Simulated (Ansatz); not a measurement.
A barrier at the coupled-cluster level

Start structure (GaH₃O, singlet), relaxed at PBE0-D4/def2-TZVP:

Ga1  (-0.491, 0.187, -0.163)
O2  (1.105, -0.620, -0.150)
H3  (-1.253, 0.050, -1.512)
H4  (-0.938, 0.922, 1.144)
H5  (1.578, -0.538, 0.680)
(Å)

The step: GaH₃O ([OH][GaH2]) → GaH + H₂O; bonds formed: O2–H3; bonds broken: Ga1–O2, Ga1–H3. Computed with Ansatz 0.2.0 (basis: def2-TZVPP and def2-QZVPP); correlated methods freeze the cores. Filled d shells of the heavier atoms are correlated. The def2 sets are not built for correlating such inner shells, so the correlated values are less sure here. Extrapolation: Hartree–Fock as exp(−7.88 √X), correlation as X^−2.97. Energies below are by CCSD(T) at an estimated basis limit (MP2 extrapolated from triple and quadruple zeta, plus CCSD(T) − MP2 in triple zeta).

Task: What are the electronic barrier and the energy of the step, from the start structure to the end structure? (An estimate is asked for; the value comes from the calculation.)

Result: Computed: Barrier 2.683 eV; step energy 1.073 eV (uphill); reverse barrier, their difference, 1.610 eV. Barrier and step energy count from the start structure, the reverse barrier from the end structure.

The saddle point: One imaginary mode of 1454i cm⁻¹.
```json
{"pair": "O2–H3", "start (Å)": "2.80", "saddle (Å)": "1.40", "end (Å)": "0.96"}
{"pair": "Ga1–O2", "start (Å)": "1.79", "saddle (Å)": "2.00", "end (Å)": "2.39"}
{"pair": "Ga1–H3", "start (Å)": "1.56", "saddle (Å)": "1.65", "end (Å)": "3.03"}
```

Zero-point energy (harmonic, PBE0-D4): ZPE is 0.730 eV at the start and 0.627 eV at the saddle, so the barrier goes from 2.683 to 2.580 eV.

First-order rate constant out of the start structure at 298 K by transition-state theory, with harmonic vibrational free energies alone and no tunnelling: ΔA‡ = 2.576 eV, so k = (kB T/h) exp(−ΔA‡/kB T) ≈ 10^-31 s⁻¹ (an order of magnitude at best: rotation, the number of equivalent paths and anharmonicity are left out).

No T1 diagnostic of these runs exceeds 0.019. The restricted Hartree–Fock reference is unstable towards an unrestricted one at one or more of these structures.

Labels in which every atom is bracketed show which atoms are joined, not bond orders.

For scale, one of the runs: CCSD(T)/def2-TZVPP, 121 basis functions, launched by `ansatz run in.yaml --threads 2 --pin off --events-out ev --progress --plain --max-ram 4352MiB`. Hardware: 2 CPU threads of an Arm Neoverse V2, shared host. Wall time about 9.5 s.
